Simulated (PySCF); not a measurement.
**Re₃O⁺, singlet: structure and spectrum**

Method: HF/[O def2-SVP, Re def2-SVP with ECP60], scalar-relativistic core potentials, density fitting, no spin–orbit coupling, PySCF.

The structure is a minimum.

- Point group: Cs
- Bond lengths: O–Re 1.806 Å, O–Re 1.978 Å, Re–Re 2.132 Å, Re–Re 2.365 Å, Re–Re 3.013 Å
- Bond angles: O–Re–Re 35.3°, O–Re–Re 39.2°, O–Re–Re 84.0°, O–Re–Re 86.6°, Re–O–Re 105.5°, Re–Re–Re 44.7°, Re–Re–Re 51.3°, Re–Re–Re 84.0°
- Enthalpy at 298.15 K above 0 K: 16.56 kJ/mol
- Principal quadrupole moments (Buckingham, traceless) about the centre of mass: -21.02, -5.06, 26.08 D Å
- Rotational symmetry number: 1
- Entropy at 298.15 K and 1 bar: 359.1 J/(mol K)
- Lowest empty level: -4.68 eV
- Heat capacity Cp at 298.15 K: 71.4 J/(mol K)
- Principal polarisabilities: 97.2, 98.4, 145.3 bohr³
- Highest occupied level: -12.20 eV
- Rotational constants: 0.04362, 0.01968, 0.01356 cm⁻¹
- Dipole moment about the centre of mass: 2.17 D
- Zero-point energy: 12.8 kJ/mol

Harmonic modes (masses in u: O 15.995, Re 186.956):
```csv
symmetry,ω (cm⁻¹),IR (km/mol)
a',149,2.6
a'',175,13.6
a',208,1.7
a',254,2.5
a',591,71.1
a',767,95.2
```

Charges (e):
| atom | Mulliken | Löwdin | polar tensor | Mayer order to O1 |
| --- | --- | --- | --- | --- |
| O1 | -0.74 | -0.24 | -0.87 | – |
| Re2 | -0.10 | 0.27 | 0.05 | 0.05 |
| Re3 | 0.96 | 0.50 | 0.75 | 0.67 |
| Re4 | 0.88 | 0.47 | 1.07 | 1.23 |
Other Mayer orders above 0.3: Re–Re 1.83, Re–Re 3.02.

Mulliken populations on O1: s 3.89, p 4.84, d 0.01.

Outer orbital energies (eV). occupied: -15.47, -15.24, -14.98, -14.07, -13.70, -12.86, -12.61, -12.20; empty: -4.68, -3.97, -3.34, -3.17.

Stability towards spin polarisation was not tested. Other isomers or separated fragments may lie lower. With an element this heavy the missing spin–orbit coupling can shift these numbers.

The final relaxation and frequency run took 100 s on 4 threads of a shared Intel Xeon @ 2.70GHz host, with 110 basis functions and 19 gradients; the process peaked at 0.41 GiB.
